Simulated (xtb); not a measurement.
CH$_{3}$O$_{3}$Re (SMILES [CH3][Re](=[O])(=[O])=[O]), singlet, from a rough starting geometry (GFN-xTB shapes and energies of metal compounds can be far from the true ones); GFN2-xTB (xtb 6.7.1).

Input for xtb:
```
$ xtb mol.xyz --gfn 2 --opt vtight --json

# file mol.xyz
8

Re     0.51461155    -0.93825673    -0.50694922
O      1.71883272    -0.08582300    -1.25683332
O      0.79998666    -1.62179674     0.95175958
O     -0.80656268    -1.41045753    -1.28788852
C     -0.41706383     0.84272175     0.35165945
H      0.32057806     1.46315184     0.76240977
H     -1.14373985     0.50778056     1.25811794
H     -1.04302603     1.34453778    -0.40897327
```

What the program printed (banner, timings and long lists left out):

```
   ID    Z sym.   atoms
    1   75 Re     1
    2    8 O      2-4
    3    6 C      5
    4    1 H      6-8

           -------------------------------------------------
          |                Calculation Setup                |
           -------------------------------------------------

           -------------------------------------------------
          |                 G F N 2 - x T B                 |
           -------------------------------------------------

          ...................................................
          :                      SETUP                      :
          :.................................................:
          :  # basis functions                  29          :
          :  # atomic orbitals                  28          :
          :  # shells                           14          :
          :  # electrons                        32          :
          :  max. iterations                   250          :
          :  Hamiltonian                  GFN2-xTB          :
          :  restarted?                      false          :
          :  GBSA solvation                  false          :
          :  PC potential                    false          :
          :  electronic temp.          300.0000000     K    :
          :  accuracy                    1.0000000          :
          :  -> integral cutoff          0.2500000E+02      :
          :  -> integral neglect         0.1000000E-07      :
          :  -> SCF convergence          0.1000000E-05 Eh   :
          :  -> wf. convergence          0.1000000E-03 e    :
          :  Broyden damping             0.4000000          :
          :  net charge                          0          :
          :  unpaired electrons                  0          :
          ...................................................

 iter      E             dE          RMSdq      gap      omega  full diag
   1    -18.9223355 -0.189223E+02  0.967E+00    2.37       0.0  T
   2    -18.7855553  0.136780E+00  0.120E+01    4.37       1.0  T
   3    -19.1800911 -0.394536E+00  0.312E+00    3.35       1.0  T
   4    -19.1851578 -0.506669E-02  0.177E+00    3.11       1.0  T
   5    -19.1878929 -0.273514E-02  0.527E-01    3.17       1.0  T
   6    -19.1885375 -0.644640E-03  0.265E-01    3.24       1.0  T
   7    -19.1885161  0.214116E-04  0.220E-01    3.23       1.0  T
   8    -19.1885997 -0.835252E-04  0.859E-02    3.22       1.0  T
   9    -19.1886060 -0.635774E-05  0.222E-02    3.22       1.6  T
  10    -19.1886051  0.933934E-06  0.221E-02    3.22       1.6  T
  11    -19.1886058 -0.717758E-06  0.118E-02    3.22       3.0  T
  12    -19.1886062 -0.378628E-06  0.322E-03    3.22      11.0  T
  13    -19.1886062 -0.590283E-08  0.233E-03    3.22      15.2  T
  14    -19.1886062 -0.293362E-08  0.544E-04    3.22      65.0  T
  15    -19.1886062 -0.750550E-09  0.732E-05    3.22     483.1  T

   *** convergence criteria satisfied after 15 iterations ***

         :::::::::::::::::::::::::::::::::::::::::::::::::::::
         ::                     SUMMARY                     ::
         :::::::::::::::::::::::::::::::::::::::::::::::::::::
         :: total energy             -19.057968343365 Eh    ::
         :: gradient norm              0.110898147996 Eh/a0 ::
         :: HOMO-LUMO gap              3.219377500763 eV    ::
         ::.................................................::
         :: SCC energy               -19.188604074518 Eh    ::
         :: -> isotropic ES            0.074175748694 Eh    ::
         :: -> anisotropic ES         -0.004610277426 Eh    ::
         :: -> anisotropic XC          0.000796252247 Eh    ::
         :: -> dispersion             -0.004788292138 Eh    ::
         :: repulsion energy           0.130635731153 Eh    ::
         :: add. restraining           0.000000000000 Eh    ::
         :: total charge              -0.000000000000 e     ::
         :::::::::::::::::::::::::::::::::::::::::::::::::::::

[...]
 * total energy  :   -19.0685320 Eh     change       -0.3517800E-04 Eh
 * total energy  :   -19.0685545 Eh     change       -0.2255974E-04 Eh
 * total energy  :   -19.0685732 Eh     change       -0.1870513E-04 Eh
 * total energy  :   -19.0685870 Eh     change       -0.1377899E-04 Eh
 * total energy  :   -19.0686073 Eh     change       -0.2027111E-04 Eh
 * total energy  :   -19.0686259 Eh     change       -0.1866623E-04 Eh
 * total energy  :   -19.0686372 Eh     change       -0.1121179E-04 Eh
 * total energy  :   -19.0686461 Eh     change       -0.8967712E-05 Eh
 * total energy  :   -19.0686499 Eh     change       -0.3779230E-05 Eh
 * total energy  :   -19.0686514 Eh     change       -0.1503864E-05 Eh
 * total energy  :   -19.0686516 Eh     change       -0.1505445E-06 Eh
 * total energy  :   -19.0686516 Eh     change       -0.8204991E-07 Eh
   *** GEOMETRY OPTIMIZATION CONVERGED AFTER 18 ITERATIONS ***
         :: total energy             -19.068651640468 Eh    ::
[...]
        12        2.0000           -0.5165595             -14.0563
        13        2.0000           -0.4950821             -13.4719
        14        2.0000           -0.4849648             -13.1966
        15        2.0000           -0.4849582             -13.1964
        16        2.0000           -0.4759495             -12.9512 (HOMO)
        17                         -0.3590204              -9.7694 (LUMO)
        18                         -0.3589896              -9.7686
        19                         -0.3093463              -8.4177
        20                         -0.2195249              -5.9736
        21                         -0.2194912              -5.9727
        22                          0.0852520               2.3198
        23                          0.1615004               4.3946
        24                          0.1615539               4.3961
        25                          0.4769096              12.9774
        26                          0.6896854              18.7673
        27                          0.6897700              18.7696
        28                          0.8629324              23.4816
      -------------------------------------------------------------
                  HL-Gap            0.1169292 Eh            3.1818 eV
             Fermi-level           -0.4174850 Eh          -11.3603 eV

     #   Z          covCN         q      C6AA      α(0)
     1  75 Re       3.150     0.759   429.164    51.103
     2   8 O        0.771    -0.340    20.555     6.077
     3   8 O        0.771    -0.340    20.555     6.076
     4   8 O        0.771    -0.340    20.554     6.076
     5   6 C        3.610    -0.120    23.365     6.980
     6   1 H        0.924     0.127     1.559     1.953
     7   1 H        0.924     0.127     1.559     1.953
     8   1 H        0.924     0.127     1.559     1.953

 Mol. C6AA /au·bohr⁶  :       1757.402190
 Mol. C8AA /au·bohr⁸  :     119888.355730
 Mol. α(0) /au        :         82.170740

Wiberg/Mayer (AO) data.
largest (>0.10) Wiberg bond orders for each atom

 ---------------------------------------------------------------------------
     #   Z sym  total        # sym  WBO       # sym  WBO       # sym  WBO
 ---------------------------------------------------------------------------
     1  75 Re   7.440 --     4 O    2.103     3 O    2.103     2 O    2.103
                             5 C    1.021
     2   8 O    2.454 --     1 Re   2.103     4 O    0.152     3 O    0.152
     3   8 O    2.454 --     1 Re   2.103     4 O    0.152     2 O    0.152
     4   8 O    2.454 --     1 Re   2.103     3 O    0.152     2 O    0.152
     5   6 C    3.964 --     1 Re   1.021     7 H    0.940     6 H    0.940
                             8 H    0.940
     6   1 H    0.984 --     5 C    0.940
     7   1 H    0.984 --     5 C    0.940
     8   1 H    0.984 --     5 C    0.940
 ---------------------------------------------------------------------------

Topologies differ in total number of bonds
Writing topology from bond orders to xtbtopo.mol

molecular dipole:
                 x           y           z       tot (Debye)
 q only:       -0.719       1.328       0.649
   full:       -0.488       0.902       0.441       2.836
molecular quadrupole (traceless):
                xx          xy          yy          xz          yz          zz
 q only:       -0.762      -1.971       1.808      -0.915       1.692      -1.046
  q+dip:       -1.008      -2.563       2.332      -1.219       2.253      -1.324
   full:       -1.197      -3.032       2.756      -1.449       2.677      -1.560

optimized geometry written to: xtbopt.xyz

           -------------------------------------------------
          | TOTAL ENERGY              -19.068651640468 Eh   |
          | GRADIENT NORM               0.000049852062 Eh/α |
          | HOMO-LUMO GAP               3.181804592781 eV   |
           -------------------------------------------------

normal termination of xtb
```
